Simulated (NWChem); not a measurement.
# Run times for C2H8Sn (SMILES [CH3][SnH2][CH3])

C2H8Sn has 11 atoms, charge 0, and is taken as a singlet. As SMILES, `[CH3][SnH2][CH3]`. The shape is that of a PBE0-D4/def2-TZVP optimisation.

```xyz
11

C    -1.3074    1.1303   -0.4680
Sn   -0.2651   -0.7332   -0.2931
C     1.5799   -0.4404    0.7556
H    -2.2477    0.9908   -1.0016
H    -0.6962    1.8493   -1.0147
H    -1.5217    1.5320    0.5229
H     0.0540   -1.3635   -1.8553
H    -1.2383   -1.8600    0.5570
H     2.2060    0.2716    0.2167
H     1.3829   -0.0502    1.7547
H     2.1188   -1.3836    0.8465
```

Program: NWChem 7.3.0. Hardware: 1 thread of Intel Xeon Platinum 8488C (Sapphire Rapids), shared host, so times are rough. Two-electron integrals are exact unless an approximation is named.

Estimate their order by wall time, quickest first.
A. gradient at HF/STO-3G
B. gradient at CAM-B3LYP/def2-SVP (core potential), grid fine
C. gradient at B3LYP/STO-3G, grid xfine

A (6.9 s), C (19 s), B (66 s).
